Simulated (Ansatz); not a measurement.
Reaction (ligand exchange at the Si–O bond): `[SiH3][O][Al]([SH])[Cl]` + `S[SiH2]S` → `[SiH3]S[SiH2]S` + `[OH][Al]([SH])[Cl]`

Computed with Ansatz on PBE0-D4/def2-TZVP structures; ΔE is electronic, products minus reactants. CCSD(T)/CBS is the MP2 limit (def2-TZVPP, def2-QZVPP) plus CCSD(T) − MP2 in def2-TZVPP, frozen cores. Each species was taken in one conformer, which may not be the lowest.

```tsv
species	CCSD(T)/CBS(def2) energy (Eh)
`[SiH3][O][Al]([SH])[Cl]`	-1466.44853
`S[SiH2]S`	-1087.08635
`[SiH3]S[SiH2]S`	-1377.39077
`[OH][Al]([SH])[Cl]`	-1176.12769
```

(1) Work out ΔE.

Largest T1 diagnostic among the species: 0.012.

Answers

(1) ΔE = (-1377.39077) + (-1176.12769) − (-1466.44853) − (-1087.08635) = 0.01642 Eh = +43.1 kJ/mol.

From PBE to PBE0 (25 % exact exchange), in def2-TZVPP and without D4, ΔE moves by +5.4 kJ/mol. In def2-TZVPP, CCSD(T) changes the Hartree–Fock value by −27.5 kJ/mol (the triples alone add −5.3 kJ/mol) and MP2 by −32.3 kJ/mol.
